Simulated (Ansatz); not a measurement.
# Cost against result

The pair of Br⁻ (SMILES [Br-], atom 1) and C2H6 (SMILES CC, atoms 2–9), both closed shells, in one local arrangement (a lower one may exist), relaxed at PBE0-D4/def2-TZVPD:

```
atom    x (Å)    y (Å)    z (Å)
 Br1  -0.5683  -1.2004  -3.1878
  C2   0.5444   0.6112   0.0198
  C3  -0.3951  -0.3011   0.7878
  H4   0.2737   1.6645   0.1486
  H5   1.5802   0.4930   0.3551
  H6   0.4962   0.3694  -1.0463
  H7  -0.1267  -1.3483   0.6307
  H8  -1.4199  -0.1886   0.4266
  H9  -0.3845  -0.0997   1.8653
```

Interaction energies are counterpoise-corrected; the time is that of the whole pair.

Computed with Ansatz 0.2.0 (basis: as named in each row); correlated methods freeze the cores. Filled d shells of the heavier atoms are correlated. The def2 sets are not built for correlating such inner shells, so the correlated values are less sure here. B3LYP uses VWN-RPA correlation. Extrapolation: Hartree–Fock as exp(−7.88 √X), correlation as X^−2.97.

Times are rough, for one single point on 4 threads of a shared host (Arm Neoverse V1).

The estimate by CCSD(T) at an estimated basis limit (MP2 extrapolated from triple and quadruple zeta, plus CCSD(T) − MP2 in triple zeta) is -3.57 kcal/mol.

```tsv
method	basis	time (s)	interaction energy (kcal/mol)	method less estimate
HF	STO-3G	under 1	-0.69	2.88
PBE-D4	STO-3G	under 1	-3.41	0.16
SPW92	def2-SVP	under 1	-5.38	-1.80
PBE-D4	def2-SVP	under 1	-4.29	-0.71
B3LYP-D4	6-31G	under 1	-3.10	0.48
PBE0-D4	def2-SVP	under 1	-3.91	-0.33
PBE-D4	def2-TZVPPD	2	-4.04	-0.47
revPBE-D4	def2-TZVPPD	2	-3.79	-0.22
BLYP-D4	def2-TZVPPD	2	-3.50	0.07
PBE0-D4	def2-TZVPPD	2	-3.72	-0.15
B3LYP-D4	def2-TZVPPD	2	-3.49	0.08
HSE06-D4	def2-TZVPPD	2	-3.74	-0.16
CCSD(T)	def2-SVP	2	-2.01	1.56
wB97M-V	def2-SVP	3	-3.39	0.19
r2SCAN-D4	def2-TZVPPD	3	-3.49	0.09
B2PLYP	def2-TZVPPD	4	-2.50	1.07
wB97X-V	def2-TZVPPD	6	-3.40	0.17
B97M-V	def2-TZVPPD	7	-3.59	-0.02
wB97M-V	def2-TZVPPD	7	-3.49	0.09
MP2	def2-QZVPPD	18	-3.52	0.06
CCSD(T)	def2-TZVPPD	110	-3.12	0.45
```

The T1 diagnostic stays at or below 0.008.
